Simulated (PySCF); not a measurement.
C₇H₁₀S.
Atom-mapped SMILES: `[CH3:1][CH:2]([CH3:3])[c:4]1[cH:5][cH:6][cH:7][s:8]1`

Probes without a nucleus sit at each ring's centroid and 1 Å off its mean plane on both sides; NICS is minus the shielding there, NICSzz its component along the normal. Level: GIAO PBE0/pcSseg-1 (PySCF, non-relativistic, gas phase) on the GFN2-xTB geometry, one conformer.

Ring bond lengths (Å), with Mayer bond orders in brackets: C4–C5 1.359 (1.60), C5–C6 1.415 (1.26), C6–C7 1.355 (1.60), C7–S8 1.720 (1.16), S8–C4 1.736 (1.15).

Task: What do the NICS probes read (ppm)?

Result: 
| ring | type | NICS(0) | NICS(1), two faces | NICS(1)zz, two faces | rms pucker (Å) | centre to ring atoms, mean (Å) |
| --- | --- | --- | --- | --- | --- | --- |
| C4–C5–C6–C7–S8 | 5-membered ring with S; formal bonds all aromatic | -12.0 | -10.8 / -10.8 | -25.0 / -25.1 | 0.00 | 1.29 |

Task: What can be read from them?

Result: 
- C4–C5–C6–C7–S8: mean NICS(1)zz -25.0 ppm, shielded. For a flat ring without four-coordinate atoms the NICS criterion counts such a value as aromatic.

Task: How equal are the bonds by HOMA? HOMA = 1 − mean of α(R − Ropt)² over the ring bonds, with Krygowski's 1993 parameters (CC: Ropt 1.388 Å, α 257.7 Å⁻²; CS: Ropt 1.677 Å, α 94.09 Å⁻²).

Result: 
- C4–C5–C6–C7–S8: HOMA 0.76; the largest term is that of S8–C4, α(R − Ropt)² = 0.32. The geometric and the magnetic index point the same way.

Task: At the first NICS(1) probe listed for ring C4–C5–C6–C7–S8, 1 Å off the ring, what do the in-plane components average?

Result: The isotropic value is a third of the trace: (3 × -10.8 − (-25.0))/2 = -3.7 ppm.

Task: How shielded are the nuclei of the rings and their hydrogens (means over atoms taken as equivalent)?

Result: 
```csv
atoms,environment,σ isotropic (ppm),"principal values of the symmetric part, first atom (ppm)"
C4,substituted aromatic carbon,21.2,"-49.5, -1.8, 114.9"
C5,aromatic CH carbon,60.7,"-15.9, 57.3, 140.8"
C6,aromatic CH carbon,56.8,"-26.0, 45.6, 150.8"
C7,aromatic CH next to a ring sulfur,55.4,"-38.1, 59.5, 144.7"
S8,thiophene-type sulfur,295.5,"154.2, 304.9, 427.4"
H on C5,aromatic hydrogen,24.77,"21.7, 24.3, 28.3"
H on C6,aromatic hydrogen,24.75,"21.7, 24.7, 27.9"
H on C7,aromatic hydrogen,24.63,"21.6, 24.6, 27.6"
```

The values belong to the conformer `[CH3:1][CH:2]([CH3:3])[c:4]1[cH:5][cH:6][cH:7][s:8]1`: C1–C2–C4–C5 118°.
